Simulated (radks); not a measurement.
The numbers below are computed, except where a source is named.
The fluorine ion F2+, [He] 2s2 2p3. Level of theory: non-relativistic Kohn-Sham, r2SCAN, spin-polarised, spherical densities, point nucleus; meta-GGA in the generalised Kohn-Sham scheme (a radial shooting solver on a logarithmic mesh with Libxc functionals). Every spin shell is full or empty, so the densities are truly spherical. Functionals are evaluated on that one density, not self-consistently. Rank these exchange functionals by their error against the exact value of the orbitals, and give that value: LDA, revPBE, RPBE, PW91, WC, AM05, SOGGA, G96, TPSS, revTPSS, MS2, TASK.

Answer. Exact: -9.20203 hartree. From best to worst, with 100 (|E| - |E exact|)/|E exact| (equal figures are ties): revPBE -0.11, RPBE +0.12, G96 -0.14, revTPSS -0.20, TPSS +0.25, MS2 +0.25, PW91 -0.52, WC -2.39, TASK -2.58, SOGGA -4.53, AM05 -8.50, LDA -10.29.
